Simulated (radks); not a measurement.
The numbers below are computed, except where a source is named.
Task: Co, 27 electrons, occupied as [Ar] 3d8 5f1 (not the ground configuration). Code: a radial shooting solver on a logarithmic mesh with Libxc functionals. Model: Dirac Kohn-Sham, PBE, spin-unpolarised, spherical densities, finite nucleus; open shells are shared between the two j in proportion to 2j + 1; Fermi nuclear charge, rms radius 3.7875 fm. Some entries of the table are withheld. Estimate them.

orbital      occ.  eigenvalue (hartree)  <r^2> (bohr^2)
1s1/2           2             -279.0556        0.004246
2s1/2           2                   (1)             (2)
2p1/2           2             -28.70225         0.06106
2p3/2           4             -28.15722         0.06265
3s1/2           2              -3.83834          0.6998
3p1/2           2                   (3)             (4)
3p3/2           4                   (5)             (6)
3d3/2         3.2              -0.41172           1.768
3d5/2         4.8              -0.40523           1.797
5f5/2    0.428571              -0.01344             (7)
5f7/2    0.571429              -0.01344             (8)

Result: 
(1) 2s1/2 eigenvalue (hartree): -33.07636
(2) 2s1/2 <r^2> (bohr^2): 0.07697
(3) 3p1/2 eigenvalue (hartree): -2.53866
(4) 3p1/2 <r^2> (bohr^2): 0.7899
(5) 3p3/2 eigenvalue (hartree): -2.47174
(6) 3p3/2 <r^2> (bohr^2): 0.8096
(7) 5f5/2 <r^2> (bohr^2): 981.7
(8) 5f7/2 <r^2> (bohr^2): 981.6
